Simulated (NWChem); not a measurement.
# Correlation energy of ClIn

```
In
Cl 1 2.4486
```
Charge 0, spin multiplicity 1.

All runs are NWChem calculations. All single points use one geometry, from PBE/def2-SVP with def2 effective core potentials on In, a minimum by its harmonic frequencies.

Basis set: def2-SVP. Each correlation energy counts from its own Hartree-Fock reference.

Effective core potentials replace the inner electrons of In; spin-orbit coupling is left out. The correlated methods keep 9 core orbitals frozen. The structure started from a generated list of species. Coupled-cluster values serve here as a point of comparison, not as the truth.

### Question
Order these methods by the correlation energy they give, lowest first: MP2, SCS-MP2, CR-CCSD[T], CCSD, CCSD+T(CCSD).

### Answer
CCSD+T(CCSD) (-222.3 mHa), CR-CCSD[T] (-221.3 mHa), CCSD (-216.2 mHa), MP2 (-193.2 mHa), SCS-MP2 (-188.6 mHa)
